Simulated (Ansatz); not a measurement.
The same redistribution along the group F, Cl, Br.

Isolated molecules relaxed with PBE0-D4/def2-TZVP in Ansatz; ΔE leaves out vibrations. CCSD(T)/CBS adds triple-zeta CCSD(T) − MP2 to the extrapolated MP2 energy (def2 sets, frozen cores). This one scheme is used for every species. DFT in def2-TZVPP. B3LYP here is the variant with VWN-RPA as its local correlation; programs differ in this. For Br, Ge outer-core shells are correlated without core-valence functions, which leaves a few kJ/mol of doubt a bond. Scalar relativity is left out up to krypton. One conformer a species, not always the lowest.

```csv
reaction,B3LYP-D4 (kJ/mol),ωB97M-V (kJ/mol),CCSD/CBS(def2) (kJ/mol),CCSD(T)/def2-SVP (kJ/mol),CCSD(T)/CBS(def2) (kJ/mol)
`[OH][Al]([OH])[F]` + `[OH][Ge][F]` → `[OH][Al]([F])[F]` + `[OH][Ge][OH]`,1,1,-5,-3,-6
`[OH][Al]([OH])[Cl]` + `[OH][Ge][Cl]` → `[OH][Al]([Cl])[Cl]` + `[OH][Ge][OH]`,29,24,23,13,22
`[OH][Al]([OH])[Br]` + `[OH][Ge][Br]` → `[OH][Al]([Br])[Br]` + `[OH][Ge][OH]`,39,32,30,25,30
```

Largest T1 diagnostic: 0.015, for `[OH][Ge][F]`.
